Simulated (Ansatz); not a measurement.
Job for Ansatz (an electronic-structure program): R-CCSD(T)/def2-SVP on H2OSTe (SMILES O[Te]S), a point of a torsion scan. Elements past Kr take the def2 small-core potentials; no spin–orbit coupling. The run froze 15 orbitals, filled d shells among them.

Ansatz 0.2 input:
```yaml
crystal:
  periodic: [false, false, false]
  atoms:
    - {symbol: O, position_ang: [-1.28779655, 0.52960736, -0.52837118]}
    - {symbol: Te, position_ang: [-0.34108314, -1.18660076, -0.12225346]}
    - {symbol: S, position_ang: [-1.58513758, -2.55488010, -1.60422594]}
    - {symbol: H, position_ang: [-2.19822573, 0.36321848, -0.77588819]}
    - {symbol: H, position_ang: [-2.51091143, -2.99214555, -0.75116958]}
basis:
  gaussian:
    orbitals: def2-SVP
magnetization: {spin_polarized: false}
correlation: {method: ccsd_t, electrons: outside_noble_gas}
scf: {lower_state_search: off}
```

Output:

```
WARN ansatz: RAYON_NUM_THREADS=1 ignored (pool sized by the plan → 1); use --threads N
Functional definition: HF
these checks for a lower state are left out or cut short: stability, starts, cluster_reference, orbital_swaps, neighbouring_geometries, increment
integrals: 0.05 GiB planned
728 factors; integrals over basis functions are off by at most 8.3e-4 eV
mean field: 0.17 GiB planned
mean field evaluation 1: about -20143.2301 eV, gradient 3.3e1 eV
mean field evaluation 2: about -20143.3589 eV, gradient 3.3e1 eV
mean field evaluation 4: about -20145.7868 eV, gradient 2.5e0 eV
mean field evaluation 8: about -20145.8227 eV, gradient 1.9e-1 eV
mean field -20145.82306423 eV, -740.3453422811 hartree, gradient 2.5e-6 eV, S^2 0.000000; 0 other end points of the search recorded, 0 dependent functions left out
15 core orbitals not correlated
reference -20145.82306423 eV, -740.3453422811 hartree; 10, 10 occupied and 43, 43 virtual orbitals, 728 factors
second order -11.38888922 eV of doubles, -0.00000000 eV of singles
coupled cluster: 0.12 GiB planned
cycle   1  -11.80524635 eV  change   -4.2e-1 eV  update   8.9e-2
cycle   2  -12.12981581 eV  change   -3.2e-1 eV  update   2.9e-2
cycle   3  -12.21658334 eV  change   -8.7e-2 eV  update   1.6e-2
cycle   4  -12.21436351 eV  change    2.2e-3 eV  update   4.5e-3
cycle   5  -12.21353669 eV  change    8.3e-4 eV  update   2.6e-3
cycle   6  -12.21381709 eV  change   -2.8e-4 eV  update   1.1e-3
cycle   7  -12.21336690 eV  change    4.5e-4 eV  update   5.5e-4
cycle   8  -12.21335484 eV  change    1.2e-5 eV  update   2.5e-4
cycle   9  -12.21346329 eV  change   -1.1e-4 eV  update   1.2e-4
cycle  10  -12.21343279 eV  change    3.0e-5 eV  update   5.0e-5
cycle  11  -12.21344578 eV  change   -1.3e-5 eV  update   2.1e-5
cycle  12  -12.21345558 eV  change   -9.8e-6 eV  update   8.2e-6
perturbative correction -0.34154329 eV, -0.0125514844 hartree
Total energy: -20158.37806310 eV, -740.8067299796 hartree
Checks for a lower state left out: stability, starts, cluster_reference, orbital_swaps, neighbouring_geometries, increment
```

The run converged.

Cost: roughly 2.1 core-seconds.
